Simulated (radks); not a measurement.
The zirconium ion Zr3+, 37 electrons, occupied as [Kr] 4d1. Method: Dirac Kohn-Sham, exchange-only LDA, spin-unpolarised, spherical densities, finite nucleus; open shells fill j = l - 1/2 first; Fermi nuclear charge, rms radius 4.2694 fm; computed with a radial shooting solver on a logarithmic mesh with Libxc functionals.

Unscreened Slater integrals over Kohn-Sham orbitals (eV). Large and small components are both included. Empty in this configuration: 4d5/2.

F0(4d3/2,4d3/2): 13.301
F2(4d3/2,4d3/2): 6.7382
F0(4d3/2,4p3/2): 15.138
F2(4d3/2,4p3/2): 7.3552
G1(4d3/2,4p3/2): 9.0810
G3(4d3/2,4p3/2): 5.5290
F0(4d3/2,4p1/2): 15.245
G1(4d3/2,4p1/2): 8.9709
F0(4d3/2,4s1/2): 15.695
G2(4d3/2,4s1/2): 6.3412
F0(4d3/2,4d5/2): 13.257
F2(4d3/2,4d5/2): 6.7173
G2(4d3/2,4d5/2): 6.7158
G4(4d3/2,4d5/2): 4.3951
F0(4p3/2,4p3/2): 18.093
F2(4p3/2,4p3/2): 9.5170
F0(4p3/2,4p1/2): 18.287
G2(4p3/2,4p1/2): 9.6031
F0(4p3/2,4s1/2): 19.106
G1(4p3/2,4s1/2): 12.875
F0(4p3/2,4d5/2): 15.072
F2(4p3/2,4d5/2): 7.3023
G1(4p3/2,4d5/2): 8.9913
G3(4p3/2,4d5/2): 5.4741
F0(4p1/2,4p1/2): 18.489
F0(4p1/2,4s1/2): 19.342
G1(4p1/2,4s1/2): 13.145
F0(4p1/2,4d5/2): 15.177
G3(4p1/2,4d5/2): 5.3999
F0(4s1/2,4s1/2): 20.341
F0(4s1/2,4d5/2): 15.620
G2(4s1/2,4d5/2): 6.2555
F0(4d5/2,4d5/2): 13.215
F2(4d5/2,4d5/2): 6.6972
F4(4d5/2,4d5/2): 4.3831
